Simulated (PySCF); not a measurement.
# Unknowns

- PBE0/pcSseg-1 with gauge-including orbitals
- structure optimised with GFN2-xTB
- run in PySCF 2.14.0 with density-fitted response routines
- equivalent nuclei averaged, no relativistic terms, no solvent model, one computed conformer

References, each an isolated molecule treated in the same way: $^{1}$H (31.72 ppm), $^{13}$C (186.93 ppm) against TMS. Splittings of carbon signals by F and P are missing where no couplings were computed. Where no couplings were computed, multiplicities follow the n + 1 count of equivalent neighbours, and m marks all less simple cases (inequivalent or close neighbours, rings, F or P nearby). Shifts are as computed. Against solution values, carbons near 30 ppm lie about +3 ppm off and those near 130 ppm about +5 ppm. Of 1309 compounds with measured shifts, 239 miss one by over three times the rms of a fit or turn the order of signals round; such compounds aren't used in these exercises. OH and NH positions are gas-phase values without hydrogen bonding to other molecules.

**Question.** C$_{4}$H$_{4}$F$_{4}$O$_{2}$. $^{1}$H NMR (600 MHz, computed): δ 6.24 (m, 2H), 2.62 (m, 1H), 2.37 (m, 1H). $^{13}$C{$^{1}$H} NMR (computed): δ 128.8 (C), 108.3 (CH), 40.5 (CH2). Give a structure.

**Answer.** `C1[C@@H](F)OC(F)(F)O[C@H]1F`. The formula gives 1 degree of unsaturation (1 ring in the answer). 3 carbon signals for 4 carbons: some carbons are equivalent by symmetry or fast rotation. Carbon types of the structure: 1 × C, 2 × CH, 1 × CH2, which accounts for all hydrogens. δC 128.8: sp3 carbon bearing two oxygens; 4 electronegative neighbours deshield it. δC 108.3: sp3 CH bonded to F and O; 2 electronegative neighbours deshield it. δC 40.5: sp3 CH2 in a ring; saturated and bonded to C and H only. δH 6.24: hydrogen on an sp3 CH bonded to F and O; its carbon carries F and O, hence the downfield position.

The data come from this structure; uniqueness wasn't tested.

**Question.** C$_{4}$H$_{10}$FNSi. $^{1}$H NMR (400 MHz, computed): δ 5.15 (m, 1H), 4.56 (m, 1H), 4.18 (m, 3H), 3.87 (m, 1H), 3.58 (m, 1H), 2.46 (m, 1H), 2.28 (m, 1H), 0.81 (br s, 1H). $^{13}$C{$^{1}$H} NMR (computed): δ 94.7 (CH), 60.5 (CH), 45.8 (CH2), 23.4 (CH2). What is it?

**Answer.** `F[C@@H]([SiH3])[C@@H]1CCN1`. The formula gives 1 degree of unsaturation (1 ring in the answer). 4 carbon signals for 4 carbons: no two carbons are equivalent. Carbon types of the structure: 2 × CH, 2 × CH2, leaving 4 H on heteroatoms. δC 94.7: sp3 CH bonded to F and Si; deshielded by the electronegative neighbour. δC 60.5: sp3 CH bonded to N; deshielded by the electronegative neighbour. δC 45.8: sp3 CH2 bonded to N; the inductive effect lowers its shielding. δH 5.15: hydrogen on an sp3 CH bonded to F and Si; its carbon carries F, an electronegative neighbour.

The shifts were computed for this structure.
